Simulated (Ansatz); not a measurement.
Compare A (`B[N]CC`•) with its isomer B (`[CH2]B(C)N`•).

Calculated with Ansatz (gas phase, PBE0-D4/def2-TZVP geometries, no zero-point term in ΔE). CCSD(T)/CBS adds triple-zeta CCSD(T) − MP2 to the extrapolated MP2 energy (def2 sets, frozen cores). Functionals use def2-TZVPP. Open shells (•) are unrestricted, without spin–orbit coupling. Each species was taken in one conformer, which may not be the lowest.

(1) Which isomer does CCSD(T)/CBS put lower? Give the gap. (Best estimate.)

(2) Give E(B) − E(A) in kJ/mol with PBE-D4, CCSD(T)/def2-TZVPP, BLYP-D4, r2SCAN-D4, CCSD/def2-TZVPP, B2PLYP, PBE0-D4. (An estimate is asked.)

(3) Does the order hold for the free energy at 298.15 K (harmonic terms from PBE0-D4)? (Estimate.)

Largest T1 diagnostic: 0.021.

Results:

(1) Ansatz gave: B, by 159.6 kJ/mol.

(2) Ansatz gave: PBE-D4 -134.3, CCSD(T)/def2-TZVPP -155.5, BLYP-D4 -130.4, r2SCAN-D4 -147.2, CCSD/def2-TZVPP -157.8, B2PLYP -150.3, PBE0-D4 -147.5. None reverses the order clearly.

(3) Computed: Yes: G(B) − G(A) = -150.4 kJ/mol, for one conformer each.

In def2-TZVPP, CCSD(T) changes the Hartree–Fock value by −3.2 kJ/mol (the triples alone add +2.3 kJ/mol) and MP2 by −24.4 kJ/mol. From PBE to PBE0 (25 % exact exchange), in def2-TZVPP and without D4, E(B) − E(A) moves by −13.4 kJ/mol.
